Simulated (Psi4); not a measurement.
CH3O (SMILES [CH2-]O), charge -1, singlet, at a GFN2-xTB geometry (a gas-phase anion, which may not be bound at this level); Psi4 1.11 with QCISD(T)/aug-cc-pVDZ.

The Psi4 input:
```
memory 2 GB

molecule mol {
-1 1
C    -0.202797    0.760332   -0.010878
O    -0.065015   -0.728024    0.008644
H     0.872047   -0.976157    0.018146
H     0.426340    1.130303    0.880171
H     0.438520    1.108051   -0.902205
}

set {
  basis aug-cc-pvdz
  reference rhf
  freeze_core true
}

energy('qcisd(t)')
print_variables()
```

What the program printed (banner, timings and long lists left out):

```
   => Loading Basis Set <=

    Name: AUG-CC-PVDZ
    Role: ORBITAL
    Keyword: BASIS

         ---------------------------------------------------------
                                   SCF
               by Justin Turney, Rob Parrish, Andy Simmonett
                          and Daniel G. A. Smith
                              RHF Reference
         ---------------------------------------------------------

  ==> Geometry <==

    Molecular point group: c1
    Full point group: C1

    Geometry (in Angstrom), charge = -1, multiplicity = 1:

       Center              X                  Y                   Z               Mass
    ------------   -----------------  -----------------  -----------------  -----------------
         C           -0.147250111960     0.800586313658    -0.011000689098    12.000000000000
         O           -0.009468111960    -0.687769686342     0.008521310902    15.994914619570
         H            0.927593888040    -0.935902686342     0.018023310902     1.007825032230
         H            0.481886888040     1.170557313658     0.880048310902     1.007825032230
         H            0.494066888040     1.148305313658    -0.902327689098     1.007825032230

  Running in c1 symmetry.

  Rotational constants: A =      5.35691  B =      0.82387  C =      0.82164 [cm^-1]
  Rotational constants: A = 160596.24433  B =  24698.89143  C =  24632.10349 [MHz]
  Nuclear repulsion =   33.191700437589802

  Charge       = -1
  Multiplicity = 1
  Electrons    = 18
  Nalpha       = 9
  Nbeta        = 9

  ==> Algorithm <==

  SCF Algorithm Type is PK.
  DIIS enabled.
  MOM disabled.
  Fractional occupation disabled.
  Guess Type is SAD.
  Energy threshold   = 1.00e-08
  Density threshold  = 1.00e-08
  Integral threshold = 1.00e-12

  ==> Primary Basis <==

  Basis Set: AUG-CC-PVDZ
    Blend: AUG-CC-PVDZ
    Number of shells: 33
    Number of basis functions: 73
    Number of Cartesian functions: 77
    Spherical Harmonics?: true
    Max angular momentum: 2

  ==> Integral Setup <==

  Using in-core PK algorithm.
   Calculation information:
      Number of atoms:                   5
      Number of AO shells:              33
      Number of primitives:             71
      Number of atomic orbitals:        77
      Number of basis functions:        73

      Integral cutoff                 1.00e-12
      Number of threads:                 1

  Performing in-core PK
  Using 7298102 doubles for integral storage.
[...]
  @RHF Final Energy:  -114.36928593642325
    Total Energy =                       -114.3692859364232532
      * MP2 total energy:                   -114.748030845643
[...]
        SS MP2.5 correlation energy:          -0.089757243473
        MP2.5 correlation energy:             -0.385062228176
      * MP2.5 total energy:                 -114.754348164600

        OS MP3 correlation energy:            -0.305704880416
        SS MP3 correlation energy:            -0.085674666717
        MP3 correlation energy:               -0.391379547133
      * MP3 total energy:                   -114.760665483556

        OS MP4(SDQ) correlation energy:       -0.313722853911
        SS MP4(SDQ) correlation energy:       -0.080323128216
        MP4(SDQ) correlation energy:          -0.398504636312
      * MP4(SDQ) total energy:              -114.767790572736

        OS QCISD correlation energy:          -0.315783218038
        SS QCISD correlation energy:          -0.083432888623
        QCISD correlation energy:             -0.399216106660
      * QCISD total energy:                 -114.768502043084

  Total time for QCISD iterations:       5.22 s (user)
                                         1.63 s (system)
                                            7 s (total)

  Time per iteration:                    0.23 s (user)
                                         0.07 s (system)
                                         0.32 s (total)

        ==> Resort (ov|vv) integrals for low-memory (T) computation <==

        *******************************************************
        *                                                     *
        *                     QCISD(T)                        *
        *                                                     *
        *******************************************************

        Using low-memory algorithm.

        num_threads:                      1
        memory requirements:        3.25 mb

        Number of abc combinations: 45760

        Computing (T) correction...

        % complete  total time
              10.0
              20.0
              30.0
              40.0
              50.0
              60.0
              70.0
              80.0
              90.0

        (T) energy                             -0.012748419164

        QCISD(T) correlation energy            -0.411964525824
      * QCISD(T) total energy                -114.781250462247

  Variable Map:
  ----------------------------------------------------------------------------
[...]
  Array Variable Map:
  ----------------------------------------------------------------------------
[...]
[...]
```
